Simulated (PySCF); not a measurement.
B(F)(Me)(SMe) (C2H6BFS), SMILES CSB(C)F.

The structure is a stationary point at PBE0-D3(BJ)/def2-SVP. The values are those of a single conformer.

Computed with PBE/def2-TZVP in PySCF.

Symmetry labels are those of the subgroup Cs that the program uses (full group Cs).

**Question.** List the valence orbital energies around the gap with their symmetry. (An estimate is asked for; the answer gives what the named calculation found.)

**Answer.** 
```json
[
 {"orbital": "HOMO−7", "symmetry": "A'", "energy (eV)": "-10.80"},
 {"orbital": "HOMO−6", "symmetry": "A\"", "energy (eV)": "-10.58"},
 {"orbital": "HOMO−5", "symmetry": "A\"", "energy (eV)": "-9.64"},
 {"orbital": "HOMO−4", "symmetry": "A'", "energy (eV)": "-9.61"},
 {"orbital": "HOMO−3", "symmetry": "A'", "energy (eV)": "-9.58"},
 {"orbital": "HOMO−2", "symmetry": "A'", "energy (eV)": "-8.71"},
 {"orbital": "HOMO−1", "symmetry": "A'", "energy (eV)": "-7.10"},
 {"orbital": "HOMO", "symmetry": "A\"", "energy (eV)": "-6.21"},
 {"orbital": "LUMO", "symmetry": "A\"", "energy (eV)": "-1.07"},
 {"orbital": "LUMO+1", "symmetry": "A'", "energy (eV)": "-0.33"},
 {"orbital": "LUMO+2", "symmetry": "A'", "energy (eV)": "0.22"},
 {"orbital": "LUMO+3", "symmetry": "A'", "energy (eV)": "1.44"}
]
```
